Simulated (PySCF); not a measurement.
# Computed records: CHBFO, H$_{9}$NSi$_{3}$, B$_{2}$FH$_{3}$O, AlBH$_{2}$NO

All values are calculated (PySCF 2.14.0). Calculation on a computer-drawn molecule: the log of a Hartree-Fock and frozen-core CCSD(T) single point meant for a local Hartree-Fock minimum, with one planted fault or none, to be diagnosed. Offsets are logged minus clean, where the clean run is the same molecule without the fault. The reference is restricted for singlets and unrestricted otherwise, and also for a bond in bohr or an excited solution. Adding or removing an electron swaps singlet and doublet. The excited solution moves the top pair (singlet) or top alpha electron (doublet) to the lowest empty orbital. Highest occupied and lowest empty are orbital energies over both spins, largest force is the largest gradient component, triples share is (T) over the correlation energy, the T1 limit is 0.02 restricted and 0.045 unrestricted, electrons count all cores, a negative frequency is imaginary (commonest isotopes), and the dipole is about the centre of nuclear charge.

Common to all runs: meant multiplicity 1; logged SCF converged yes; possible faults no fault, one electron removed, one electron added, multiplicity raised by two, geometry at a saddle point, SCF held on an excited solution, minimal basis STO-3G, one bond length entered in bohr, all coordinates scaled.

(1) 
```xyz
5
formula=CHBFO meant_charge=-1 meant_basis=aug-cc-pVDZ logged_electrons=30 logged_basis_functions=21 logged_spin_squared=0 logged_highest_occupied=4.3183 logged_lowest_empty=15.861 logged_largest_force=0.055849 logged_T1_diagnostic=0.017471 logged_D1_diagnostic=0.05253 logged_triples_share=0.041421 logged_CC_converged=yes logged_dipole_magnitude=2.2466 logged_SCF_stable_within_its_kind=yes logged_energy_HF=-233.96338 logged_energy_CCSD(T)=-234.15607 planted_fault=minimal_basis_STO-3G HF_energy_offset_from_clean_run=2175 CCSD(T)_energy_offset_from_clean_run=2467
O      1.9753     0.9865    -2.0528
C      2.0169     0.2052    -1.1292
B      1.1950    -1.1667    -0.8869
F      0.1301    -0.8985    -0.0237
H      2.8277     0.3649    -0.3605
```

Units: logged_highest_occupied, logged_lowest_empty in eV; logged_largest_force in hartree/bohr; logged_dipole_magnitude in debye; logged_energy_HF, logged_energy_CCSD(T) in hartree; HF_energy_offset_from_clean_run, CCSD(T)_energy_offset_from_clean_run in kcal/mol.

Drawn bonds:
| atom | other atom | order |
| --- | --- | --- |
| 1 | 2 | 1 |
| 2 | 3 | 2 |
| 3 | 4 | 1 |
| 2 | 5 | 1 |

Notes: highest electron not bound in this basis.

(2) 
```xyz
13
formula=H9NSi3 meant_charge=0 meant_basis=cc-pV(D+d)Z logged_electrons=58 logged_basis_functions=128 logged_spin_squared=0.9913 logged_highest_occupied=-8.3363 logged_lowest_empty=1.573 logged_largest_force=0.018738 logged_T1_diagnostic=0.014953 logged_D1_diagnostic=0.059915 logged_triples_share=0.023797 logged_CC_converged=yes logged_dipole_magnitude=2.6236 logged_SCF_stable_within_its_kind=yes logged_energy_HF=-926.40261 logged_energy_CCSD(T)=-926.94002 planted_fault=one_bond_length_entered_in_bohr,row_1_of_the_drawn_bonds HF_energy_offset_from_clean_run=72.69 CCSD(T)_energy_offset_from_clean_run=93.47
N     -1.2893    -0.4239    -2.3491
Si    -3.1545    -0.9421     0.2910
Si    -1.7943    -0.7250     2.2148
Si     0.2035    -1.9777     1.9927
H     -1.6741    -0.6381    -3.2518
H     -0.7663     0.4310    -2.4072
H     -3.6751    -2.3268     0.1959
H     -4.3366    -0.0442     0.4132
H     -1.4364     0.7038     2.4290
H     -2.5464    -1.1857     3.4116
H     -0.1082    -3.3875     1.6538
H      0.9815    -1.9571     3.2561
H      1.0438    -1.4037     0.9141
```

Units: logged_highest_occupied, logged_lowest_empty in eV; logged_largest_force in hartree/bohr; logged_dipole_magnitude in debye; logged_energy_HF, logged_energy_CCSD(T) in hartree; HF_energy_offset_from_clean_run, CCSD(T)_energy_offset_from_clean_run in kcal/mol.

Drawn bonds:
| atom | other atom | order |
| --- | --- | --- |
| 1 | 2 | 1 |
| 2 | 3 | 1 |
| 3 | 4 | 1 |
| 1 | 5 | 1 |
| 1 | 6 | 1 |
| 2 | 7 | 1 |
| 2 | 8 | 1 |
| 3 | 9 | 1 |
| 3 | 10 | 1 |
| 4 | 11 | 1 |
| 4 | 12 | 1 |
| 4 | 13 | 1 |

(3) 
```xyz
7
formula=B2FH3O meant_charge=0 meant_basis=cc-pVDZ logged_electrons=30 logged_basis_functions=71 logged_spin_squared=0 logged_highest_occupied=-5.1381 logged_lowest_empty=-3.8845 logged_largest_force=0.08932 logged_CC_converged=no logged_dipole_magnitude=3.4202 logged_SCF_stable_within_its_kind=no logged_energy_HF=-225.01869 planted_fault=SCF_held_on_an_excited_solution HF_energy_offset_from_clean_run=303.5
O     -0.0484    -0.0660     0.9380
B      1.1070    -0.3139     0.2804
B      1.2549    -1.7699    -0.6261
F      1.0483    -1.7626    -1.9478
H     -0.0543     0.7470     1.4205
H      2.0157     0.4806     0.3636
H      1.5653    -2.8369    -0.1599
```

Units: logged_highest_occupied, logged_lowest_empty in eV; logged_largest_force in hartree/bohr; logged_dipole_magnitude in debye; logged_energy_HF in hartree; HF_energy_offset_from_clean_run in kcal/mol.

Drawn bonds:
| atom | other atom | order |
| --- | --- | --- |
| 1 | 2 | 1 |
| 2 | 3 | 1 |
| 3 | 4 | 1 |
| 1 | 5 | 1 |
| 2 | 6 | 1 |
| 3 | 7 | 1 |

Notes: CCSD not converged.

(4) 
```xyz
6
formula=AlBH2NO meant_charge=-1 meant_basis=aug-cc-pV(D+d)Z logged_electrons=36 logged_basis_functions=119 logged_spin_squared=0 logged_highest_occupied=-4.8359 logged_lowest_empty=3.1027 logged_largest_force=0.15816 logged_T1_diagnostic=0.016286 logged_D1_diagnostic=0.041992 logged_triples_share=0.033078 logged_CC_converged=yes logged_dipole_magnitude=3.1143 logged_SCF_stable_within_its_kind=yes logged_energy_HF=-397.19313 logged_energy_CCSD(T)=-397.73887 planted_fault=all_coordinates_scaled,by_-7.3_% HF_energy_offset_from_clean_run=30.87 CCSD(T)_energy_offset_from_clean_run=40.95
O     -1.4119     2.6955     3.6627
B     -0.4466     2.1278     3.4105
N      0.5835     1.5220     3.1413
Al     1.9068     0.7442     2.7959
H      3.1488     0.7803     3.6234
H      2.0863    -0.1275     1.5973
```

Units: logged_highest_occupied, logged_lowest_empty in eV; logged_largest_force in hartree/bohr; logged_dipole_magnitude in debye; logged_energy_HF, logged_energy_CCSD(T) in hartree; HF_energy_offset_from_clean_run, CCSD(T)_energy_offset_from_clean_run in kcal/mol.

Drawn bonds:
| atom | other atom | order |
| --- | --- | --- |
| 1 | 2 | 1 |
| 2 | 3 | 2 |
| 3 | 4 | 1 |
| 4 | 5 | 1 |
| 4 | 6 | 1 |
